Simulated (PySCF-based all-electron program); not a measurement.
**Bond force of HBr, singlet**

Calculated with an in-house all-electron program built on PySCF, in large uncontracted Gaussian sets near the basis limit; Koelling–Harmon scalar relativity, no spin–orbit coupling, spin-restricted. Forces are good to about 0.008 eV/Å. A positive force pushes the atoms apart.

```tsv
r (Å)	PBE (eV/Å)	HSE06 (eV/Å)
0.900	59.221	–
1.000	34.764	–
1.100	19.635	–
1.273	5.711	?
1.4144	0.404	?
1.5558	-2.203	?
```

(1) Fill in the missing HSE06 forces.

(2) Between which listed lengths does the HSE06 force vanish, and at which of the two is it smaller?

## Answers

(1) 1.273 Å: 5.444 eV/Å; 1.4144 Å: 0.092 eV/Å; 1.5558 Å: -2.544 eV/Å.

(2) Between 1.414 and 1.556 Å. The force is smaller at 1.414 Å.
